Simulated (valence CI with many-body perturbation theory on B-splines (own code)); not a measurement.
## Basis-set convergence for Br²⁸⁺

Calculated by valence CI with perturbative core correlation (CI+MBPT): five valence electrons over a frozen Dirac-Fock core [He], radial functions for each j: 9 s, 9 p, 8 d, 6 f, 3 g, 1 h, with the one-electron correlation potential Σ1, the two-electron term Σ2, the three-electron term Σ3, Breit, model QED; selected CI, second order for the rest, scaled by the run's own slope (own B-spline code, finite nucleus).

The last digits are not significant, and no measured levels were compared; by estimate large intervals hold to a few tenths of a per cent, small ones and those within an open d or f shell to about a per cent. Among the levels kept, up to 5000 cm⁻¹ of a level comes from second order outside the variational space, and about a tenth of that is noise between levels of different J, which matters for small intervals.

The reference run has the lowest level (2s^2 2p1/2^2 2p3/2) J=3/2 and an ionisation energy of 3167.99 eV. Its largest variational space holds 27404 state functions.

Levels are named by their leading jj configuration (3d3/2^4 stands for four electrons in 3d with j = 3/2), which in mixed levels can hold well under half, so a name can repeat and another be missing. Letters in brackets count levels of one name in rising energy.

Changed runs:
A. basis 6 s, 6 p, 5 d, 3 f, 1 g
B. basis 5 s, 5 p, 4 d, 2 f

Excitation energies of the reference run in cm⁻¹, and shifts in cm⁻¹:

| Level | Reference | A | B |
| --- | --- | --- | --- |
| (2s^2 2p1/2 2p3/2^2) J=3/2 | 338867 | +21 | +56 |
| (2s^2 2p1/2 2p3/2^2) J=5/2 | 436217 | +145 | +375 |
| (2s^2 2p1/2 2p3/2^2) J=1/2 | 565050 | +137 | +467 |
| (2s^2 2p3/2^3) J=3/2 | 889108 | +104 | +325 |
| (2s 2p1/2^2 2p3/2^2) J=5/2 | 1305650 | -21 | -75 |
| (2s 2p1/2^2 2p3/2^2) J=3/2 | 1539100 | +4.6 | +32 |
| (2s 2p1/2^2 2p3/2^2) J=1/2 | 1553950 | +13 | +117 |
| (2s 2p1/2 2p3/2^3) J=3/2 [a] | 1828870 | +152 | +502 |
| (2s 2p1/2 2p3/2^3) J=5/2 | 1932470 | +199 | +598 |
| (2s 2p1/2 2p3/2^3) J=1/2 | 2086800 | +171 | +640 |
| (2s 2p1/2 2p3/2^3) J=3/2 [b] | 2169490 | +245 | +790 |
| (2s 2p3/2^4) J=1/2 | 2543120 | +200 | +736 |
| Ionisation energy (eV) | 3167.99 | -0.029 | -0.10 |
